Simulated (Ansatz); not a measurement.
Cartesian coordinates in Å:
```
Se -3.006 0.205 0.477
C -1.267 0.083 0.217
S -0.504 0.566 -1.240
Sb 1.882 0.111 -0.889
H -0.612 -0.309 0.993
H 1.899 0.792 0.680
H 1.608 -1.447 -0.239
```

Charge 0, multiplicity 1. Sb takes the def2 core potential.

Q: List the PBE0/def2-TZVPP orbital energies in eV (Ansatz). (Best estimate.)

A: The calculation gave: Occupied: -12361.08, -2423.34, -1583.89, -1420.91, -1420.91, -1420.83, -280.83, -218.64, -214.32, -162.47, -162.37, -162.30, -157.87, -157.85, -157.69, -157.61, -109.27, -109.19, -109.07, -57.93, -57.90, -57.71, -57.68, -57.63, -36.84, -36.80, -36.70, -36.67, -36.59, -23.01, -19.74, -16.64, -15.82, -12.48, -10.81, -10.65, -9.56, -9.13, -8.15, -6.99, -6.25. Lowest empty: -2.48, -1.78, -0.45, -0.12, 0.93, 2.02, 2.35, 2.75.
